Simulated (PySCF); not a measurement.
Excitation energy of S by level of theory

S [Ne] 3s2 3p4 (3P) → S [Ne] 3s1 3p4 3d1 (high-spin determinant), as a difference of total energies. Computed with PySCF 2.14 in aug-cc-pCVTZ-DK, with scalar relativity by spin-free X2C-1e. Correlated levels: nothing frozen. The calculations carry no spin-orbit coupling.

| method | excitation energy (cm⁻¹) |
| --- | --- |
| UHF | 149110 |
| MP2 (all electrons) | 154160 |
| SCS-MP2 (all electrons) | 155390 |
| CCSD (all electrons) | 150740 |
| CCSD(T) (all electrons) | 149010 |

The upper state lies above the first ionisation limit, where it may autoionise and the basis confines it.

The promoted electron is Rydberg-like, and one or two diffuse shells describe it only roughly, which tends to raise the upper state.

The coupled-cluster amplitudes are large for the upper state (T1 above 0.03 or a double amplitude above 0.15), so a single reference is strained.

The determinant of the upper state mixes LS terms, which raises its energy above the lowest term, most at the Hartree-Fock and MP2 levels.
